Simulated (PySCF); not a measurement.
Continuum solvent and chemical shifts

Bonds (- single, = double, # triple, : aromatic): O1=C2 1.242 Å, C2-O3 1.245 Å, C2-C4 1.537 Å, C4:C5 1.373 Å, C5:C6 1.424 Å, C6:C7 1.375 Å, C7:S8 1.724 Å, S8:C4 1.727 Å. C5 carries H9; C6 carries H10; C7 carries H11. Formal charges: O3 -1.

Total charge -1.

GIAO PBE0/pcSseg-1 in PySCF 2.14.0 with density-fitted response routines on one PBE0-D3(BJ)/def2-SVP conformer, non-relativistic, equivalent nuclei averaged. Solvents enter as an IEF-PCM continuum (benzene with ε = 2.3, acetonitrile with ε = 35.7) around the gas-phase geometry. Shifts are referred to TMS, CS2 computed in the same medium.

Gas phase, δ in ppm: C4 173.0, C2 161.6, C6 127.7, C7 126.5, C5 125.9, S8 222.1, H9 7.05, H10 6.49, H11 6.28. Dipole moment 8.15 D.

Q: How does each δ change in the continuum?

A: 
```
atoms                                          environment  Δδ, benzene  Δδ, acetonitrile
   C4  substituted aromatic carbon next to the ring sulfur         -4.3              -9.4
   C2                                   carboxylate carbon         +2.1              +4.5
   C6                                          aromatic CH         +2.7              +6.0
   C7                  aromatic CH next to the ring sulfur         +4.5             +10.1
   C5                                          aromatic CH         +2.5              +5.6
   S8                                 aromatic ring sulfur         -0.2              -2.5
   H9                           hydrogen on an aromatic CH        +0.15             +0.30
  H10                           hydrogen on an aromatic CH        +0.31             +0.71
  H11   hydrogen on an aromatic CH next to the ring sulfur        +0.44             +0.99
```

Changes are relative to the gas phase. The dipole moment becomes 9.44 D in benzene, 10.97 D in acetonitrile.

Q: Which nuclei move most (in ppm), and what does the model miss?

A: C7 (aromatic CH next to the ring sulfur, +10.1 ppm) in acetonitrile. A continuum only polarises the solute; specific hydrogen bonds, the anisotropy of aromatic solvents and changes of geometry or conformer are outside it, as are counter-ions.
